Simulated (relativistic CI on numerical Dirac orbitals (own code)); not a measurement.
## Sensitivity of the levels of Ce3+ to α and to the nuclear radius

Computed by Dirac-Coulomb-Breit CI, separate exchange-only KLI orbitals for each configuration, valence Slater integrals scaled by 0.85, P86 correlation energy added to each configuration, derivatives by finite differences, QED left out (own radial code, finite nucleus).

Configuration list (outside the closed core [Kr] 4d10 5s2): 4f.5p6, 5p6.5d, 5p6.6s, 4f.5p5.5d, 5p6.6p, 5p6.6d, 4f2.5p5, 5p6.5f. Levels of other configurations are missing.

With x = (α/α₀)² − 1 an excitation energy changes as ω = ω₀ + qx; K = 2q/ω₀ is the relative enhancement. Terms are leading LS components, so labels can repeat. The field-shift factor is F = δν/δ⟨r²⟩ for the transition from the lowest level.

Lowest level 4f.5p6 2F°_5/2.

```tsv
Level	ω₀ (cm⁻¹)	q (cm⁻¹)	F (GHz/fm²)
4f.5p6 2F°_7/2	2093.2	1748	0.107
5p6.5d 2D_3/2	45096.3	-24590	7.47
5p6.5d 2D_5/2	47320.7	-22600	7.58
5p6.6s 2S_1/2	86508.2	-37400	19.9
5p6.6p 2P°_1/2	121965.1	-34360	10.3
5p6.6p 2P°_3/2	126153.3	-29670	10
4f2.5p5 4G°_5/2	139937.9	22640	-4.23
4f2.5p5 4G°_7/2	141565.9	23780	-4.21
4f2.5p5 4G°_9/2	143530.1	25000	-4.17
4f2.5p5 4G°_11/2	145947.3	26430	-4.15
4f2.5p5 4I°_15/2	147466.7	24320	-4.03
4f2.5p5 4I°_13/2	147683.5	23620	-4.14
4f2.5p5 4I°_11/2	148357.4	22970	-4.26
4f2.5p5 4D°_3/2	149787.6	22670	-4.05
4f2.5p5 4D°_5/2	149843.0	22710	-4
4f2.5p5 4D°_7/2	150332.1	22780	-3.99
4f2.5p5 4D°_1/2	150369.9	23390	-4.08
4f2.5p5 4I°_9/2	151370.1	23460	-4.26
4f2.5p5 2F°_5/2	151894.5	23120	-4.03
4f2.5p5 2F°_7/2	152270.6	23060	-4.05
4f2.5p5 4F°_9/2	152997.6	24440	-4.06
4f2.5p5 2H°_11/2	154712.2	23640	-4.03
4f2.5p5 2I°_11/2	155033.8	23900	-4.14
```

Correlation outside the listed configurations is missing or only estimated: errors of thousands of cm⁻¹ between configurations and terms are usual at this charge. Rates and lifetimes follow the computed energies and can be off by large factors. The fine structure of a lone outer electron comes out too small, for d and f at times inverted, and misplaced configurations move strength between like terms.

(1) Which transition from the lowest level has the largest |K|?

Results:

(1) 4f.5p6 2F°_7/2 at 2093.2 cm⁻¹, K = 1.67.
